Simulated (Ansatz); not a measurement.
CH6ClGeNO can be A, `[NH2][GeH]([OH])[CH2]Cl`, or B, `C[O][GeH]([NH2])[Cl]`.

Calculated with Ansatz (gas phase, PBE0-D4/def2-TZVP geometries, no zero-point term in ΔE). CCSD(T)/CBS adds triple-zeta CCSD(T) − MP2 to the extrapolated MP2 energy (def2 sets, frozen cores). DFT in def2-TZVPP. B3LYP here is the variant with VWN-RPA as its local correlation; programs differ in this. For Ge outer-core shells are correlated without core-valence functions, which leaves a few kJ/mol of doubt a bond. Scalar relativity is left out up to krypton. One conformer a species, not always the lowest.

(1) Which is lower in electronic energy at CCSD(T)/CBS, and by how much? (Estimate.)

(2) Give E(B) − E(A) in kJ/mol with CCSD/def2-TZVPP, PBE-D4, ωB97M-V, MP2/def2-TZVPP, CCSD(T)/def2-TZVPP, B3LYP-D4, r2SCAN-D4. (Best estimate.)

Largest T1 diagnostic: 0.011.

## Answers

(1) Ansatz gave: B, by 61.8 kJ/mol.

(2) The calculation gave: CCSD/def2-TZVPP -68.3, PBE-D4 -65.5, ωB97M-V -68.2, MP2/def2-TZVPP -64.4, CCSD(T)/def2-TZVPP -66.5, B3LYP-D4 -72.6, r2SCAN-D4 -71.8. None reverses the order clearly.

In def2-TZVPP, CCSD(T) changes the Hartree–Fock value by +21.1 kJ/mol (the triples alone add +1.8 kJ/mol) and MP2 by +23.2 kJ/mol.
